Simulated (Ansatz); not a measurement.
Ideal-gas functions of Cl$_{2}$F$_{2}$OW, SMILES `[O]=[W]([F])([F])([Cl])[Cl]` at 800 K and 1 bar, from an Ansatz frequency run at PBE0-D4/def2-TZVP.

Molar mass 308.74 g/mol, point group Cs (symmetry number 1), electronic degeneracy 1, moments of inertia 288.22, 306.744, 461.764 u Å². Harmonic wavenumbers (cm⁻¹, unscaled): 71, 166, 198, 200, 277, 284, 314, 381, 418, 657, 703, 1096.

Use S(trans) = R[1.5 ln M + 2.5 ln T − 1.1517]; rotational temperatures θ = 24.2544 K / I; S(rot) = R[ln(√π/σ · √(T³/θAθBθC)) + 1.5]; for each mode x = 1.438777 ν̃/T, S = R[x/(eˣ − 1) − ln(1 − e⁻ˣ)] and H = RT x/(eˣ − 1); 1 cm⁻¹ = 0.0119627 kJ/mol; R = 8.31446 J/(mol·K).

By hand: the entropy, in J/(mol·K).

Translation 200.9. Rotation: θ = 0.0842, 0.0791, 0.0525 K, giving 133.7. Vibration, mode by mode: 25.43, 18.40, 16.94, 16.86, 14.19, 13.99, 13.18, 11.62, 10.88, 7.39, 6.90, 3.90, in all 159.7. Electronic 0.0. Sum 494.3 J/(mol·K).

By hand: H − E and G − E in kJ/mol, counted from the electronic energy.

Zero-point energy ½ × 4765 × 0.0119627 = 28.5; thermal vibration 56.2; translation, rotation and pV give 4 RT = 26.6. H − E = 111.3 kJ/mol, and G − E = 111.3 − 800 × 494.3/1000 = -284.1 kJ/mol.

Vibration gives 32 % of the entropy, 25.4 J/(mol·K) of it from the mode under 150 cm⁻¹: soft modes count most, and the harmonic formula is weakest for them.
